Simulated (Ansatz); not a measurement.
Species: ScBr, charge 0, multiplicity 1. 
Geometry from a B3LYP-D3(BJ)/def2-TZVP (Ansatz, an electronic-structure program) optimisation:
```
Sc
Br 1 2.3901
```

Task: Give the harmonic wavenumbers at B3LYP-D3(BJ)/def2-TZVP (Ansatz, finite differences of forces, unscaled).

Result: 334 cm⁻¹. Zero-point energy 0.5 kcal/mol.

Task: From these and the geometry, give the ideal-gas thermochemistry at 298.15 K and 1 atm (rigid rotor, harmonic oscillator).

Result: Point group C∞v, rotational symmetry number 1. Rotational constants 3.075, 3.075 GHz. S(trans) 40.38, S(rot) 17.11, S(vib) 1.24, S(elec, spin only) 0.00, S 58.7 cal/(mol K). H(298) - H(0) 2.31 kcal/mol; G - E(el) -14.7 kcal/mol.
